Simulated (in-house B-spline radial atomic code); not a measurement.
# Ionising Co VI (Co5+) with different functionals

Computed with a B-spline radial code for spherical atoms: non-relativistic Hamiltonian, point nucleus, spin-polarised at highest spin, spherical fractional occupations for the functionals, and exact exchange of hybrids averaged over the configuration. The ionisation energy is the difference of two self-consistent energies, [Ar] 3d4 → [Ar] 3d3, without Breit or QED terms; ε is the level of the shell that loses the electron (its least bound occupied spin orbital).

| method | rung | ΔSCF (eV) | -ε(3d) (eV) |
| --- | --- | --- | --- |
| PBE0 | global hybrid | 104.14 | 95.36 |
| B3LYP | global hybrid | 104.19 | 94.67 |
| TPSSh | global hybrid | ? | ? |
| M06-2X | global hybrid | 103.74 | 99.09 |
| BHandHLYP | global hybrid | 104.03 | 98.83 |
| r2SCAN0 | global hybrid | 104.51 | 95.82 |
| B97-1 | global hybrid | 104.02 | 94.65 |
| HSE06 | range-separated hybrid | 104.07 | 94.88 |
| wB97X | range-separated hybrid | ? | ? |
| CAM-B3LYP | range-separated hybrid | 104.15 | 96.70 |
| LC-wPBE | range-separated hybrid | 104.10 | 97.40 |

Q: What does TPSSh give?

A: ΔSCF 104.03 eV, and -ε(3d) = 93.12 eV.

Q: What does wB97X give?

A: ΔSCF 103.72 eV, and -ε(3d) = 97.31 eV.

Q: Among the functionals, which spreads more, the ΔSCF values or the orbital energies?

A: The orbital energies: ΔSCF values span about 0.80 eV and the orbital energies 5.97 eV; here energy differences depend much less on the functional than eigenvalues do.

Q: How do they compare with the NIST value?

A: NIST lists 102.0 eV ± 0.2 (semi-empirical, ground level to ground level). Errors run from +1.72 to +2.51 eV. The correlated functionals all miss on the same side by more than they spread, so the cause is common to them (relativity, Breit-QED terms, multiplet and fine-structure energies, or a listed next ion that isn't the cheapest removal here) and closeness doesn't rank the functionals.
